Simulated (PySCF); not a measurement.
## Cd²⁺: ionisation energy

Cd²⁺ [Kr] 4d10 (1S) → Cd³⁺ [Kr] 4d9 (2D), as a difference of total energies. Calculation: PySCF 2.14, in x2c-QZVPPall with one added diffuse shell each of s, p, d, f, g type (14s9p8d5f3g, 143 functions); scalar relativity by spin-free X2C-1e. Correlated levels: valence: [Kr] frozen; valence and next inner shell: [Ar] 3d10 frozen. The calculations carry no spin-orbit coupling.

```
                                method  ionisation energy (eV)
                                   UHF                  35.885
                                   LDA                  38.200
                                   PBE                  37.758
                                  PBE0                  37.621
                                r2SCAN                  37.639
                         MP2 (valence)                  37.920
                     SCS-MP2 (valence)                  37.698
    MP2 (valence and next inner shell)                  37.871
SCS-MP2 (valence and next inner shell)                  37.599
```

Task: How much does correlation contribute at MP2 (valence and next inner shell)?

Result: 37.871 − (35.885) = 1.986 eV, measured against UHF.

A first-order spin-orbit estimate (lowest level to lowest level, LS coupling) adds -0.299 eV.

For comparison: 37.468 ± 0.006 eV (measured; NIST Atomic Spectra Database, ionization energies).
